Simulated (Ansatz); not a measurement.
C₂H₆NOSb (`C=NC[O][SbH2]`) at its PBE0-D4/def2-TZVP geometry, where that method's forces vanish. Charge 0, multiplicity 1. Sb: def2 effective core potential.

```json
{"atom": "C1", "x (Å)": "-1.423", "y (Å)": "0.926", "z (Å)": "-0.601"}
{"atom": "N2", "x (Å)": "-0.344", "y (Å)": "1.057", "z (Å)": "-1.237"}
{"atom": "C3", "x (Å)": "0.717", "y (Å)": "0.113", "z (Å)": "-1.026"}
{"atom": "O4", "x (Å)": "0.508", "y (Å)": "-0.879", "z (Å)": "-0.062"}
{"atom": "Sb5", "x (Å)": "1.063", "y (Å)": "-0.510", "z (Å)": "1.802"}
{"atom": "H6", "x (Å)": "-2.223", "y (Å)": "1.645", "z (Å)": "-0.776"}
{"atom": "H7", "x (Å)": "-1.608", "y (Å)": "0.119", "z (Å)": "0.113"}
{"atom": "H8", "x (Å)": "0.879", "y (Å)": "-0.392", "z (Å)": "-1.987"}
{"atom": "H9", "x (Å)": "1.621", "y (Å)": "0.705", "z (Å)": "-0.820"}
{"atom": "H10", "x (Å)": "1.328", "y (Å)": "-2.168", "z (Å)": "2.129"}
{"atom": "H11", "x (Å)": "-0.517", "y (Å)": "-0.616", "z (Å)": "2.466"}
```

Question: For each bond, give half the difference of the two atoms' forces along it (eV/Å; positive pushes the atoms apart) under PBE-D4, r2SCAN-D4, B3LYP-D4, ωB97M-V in def2-TZVPP. (Estimate.)

Answer: The calculation gave: 
```json
{"bond": "C1–N2", "length (Å)": "1.259", "PBE-D4": "0.67", "r2SCAN-D4": "0.30", "B3LYP-D4": "0.13", "ωB97M-V": "0.02"}
{"bond": "C1–H6", "length (Å)": "1.089", "PBE-D4": "-0.05", "r2SCAN-D4": "-0.09", "B3LYP-D4": "-0.12", "ωB97M-V": "-0.09"}
{"bond": "C1–H7", "length (Å)": "1.094", "PBE-D4": "-0.01", "r2SCAN-D4": "-0.07", "B3LYP-D4": "-0.09", "ωB97M-V": "-0.09"}
{"bond": "N2–C3", "length (Å)": "1.436", "PBE-D4": "-0.09", "r2SCAN-D4": "0.01", "B3LYP-D4": "0.15", "ωB97M-V": "0.28"}
{"bond": "C3–O4", "length (Å)": "1.399", "PBE-D4": "0.28", "r2SCAN-D4": "0.26", "B3LYP-D4": "0.21", "ωB97M-V": "0.20"}
{"bond": "C3–H8", "length (Å)": "1.097", "PBE-D4": "0.13", "r2SCAN-D4": "-0.05", "B3LYP-D4": "-0.18", "ωB97M-V": "-0.21"}
{"bond": "C3–H9", "length (Å)": "1.100", "PBE-D4": "0.06", "r2SCAN-D4": "-0.08", "B3LYP-D4": "-0.14", "ωB97M-V": "-0.15"}
{"bond": "O4–Sb5", "length (Å)": "1.980", "PBE-D4": "0.46", "r2SCAN-D4": "0.11", "B3LYP-D4": "0.23", "ωB97M-V": "-0.09"}
{"bond": "Sb5–H10", "length (Å)": "1.711", "PBE-D4": "0.25", "r2SCAN-D4": "0.04", "B3LYP-D4": "0.05", "ωB97M-V": "-0.16"}
{"bond": "Sb5–H11", "length (Å)": "1.717", "PBE-D4": "0.23", "r2SCAN-D4": "0.03", "B3LYP-D4": "0.06", "ωB97M-V": "-0.15"}
```

B3LYP here is the variant with VWN-RPA as its local correlation; programs differ in this.

All numbers were calculated with Ansatz.
